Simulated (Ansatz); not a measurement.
CI, multiplicity 2 (lowest of 2S+1 = 2, 4 at CCSD(T)/def2-TZVPP on PBE0 minima; our sources give no spin for the ground state, which may be another), most abundant isotopes (12.0000 and 126.9045 u). Constants from fifth-degree fits in 1/R to seven points on the lowest solution found; no spin–orbit coupling, no relativity up to Kr; ω_e x_e and α_e move by some per cent with the fit.

Correlated levels freeze the inner cores; with def2 sets outer-core shells near the valence are correlated too. CBS: X⁻³ extrapolation of the correlation energy, Hartree–Fock from the larger set.

The values were computed with Ansatz (Gaussian orbitals). Each number belongs to the level named beside it. In def2 rows elements past Kr take small-core potentials, without spin–orbit coupling.

```json
[
 {"level": "PBE/def2-TZVPP", "r_e (Å)": "2.0360", "ω_e (cm⁻¹)": "630.9", "ω_e x_e (cm⁻¹)": "3.16", "α_e (cm⁻¹)": "0.00278"},
 {"level": "CCSD(T)/CBS(def2-TZVPP, def2-QZVPP)", "r_e (Å)": "2.0204", "ω_e (cm⁻¹)": "645.1", "ω_e x_e (cm⁻¹)": "3.04", "α_e (cm⁻¹)": "0.00281"}
]
```

Task: Derive the rotational constants, the centrifugal constant, the fundamental, the zero-point energy and the force constant.

Result: 
μ = 10.96332 u.
- PBE/def2-TZVPP: B_e = 16.8576/(μ r_e²) = 0.37094 cm⁻¹; B₀ = B_e − α_e/2 = 0.36955 cm⁻¹; D = 4B_e³/ω_e² = 5.13e-07 cm⁻¹; fundamental ω_e − 2ω_e x_e = 625 cm⁻¹; zero-point energy ω_e/2 − ω_e x_e/4 = 315 cm⁻¹; k = μ(2πcω_e)² = 257 N/m
- CCSD(T)/CBS(def2-TZVPP, def2-QZVPP): B_e = 16.8576/(μ r_e²) = 0.37668 cm⁻¹; B₀ = B_e − α_e/2 = 0.37528 cm⁻¹; D = 4B_e³/ω_e² = 5.14e-07 cm⁻¹; fundamental ω_e − 2ω_e x_e = 639 cm⁻¹; zero-point energy ω_e/2 − ω_e x_e/4 = 322 cm⁻¹; k = μ(2πcω_e)² = 269 N/m

Doubts at one or more of the structures used: a spin-contaminated determinant (CCSD(T)/CBS(def2-TZVPP, def2-QZVPP)).

Ansatz is a program for electronic structure.
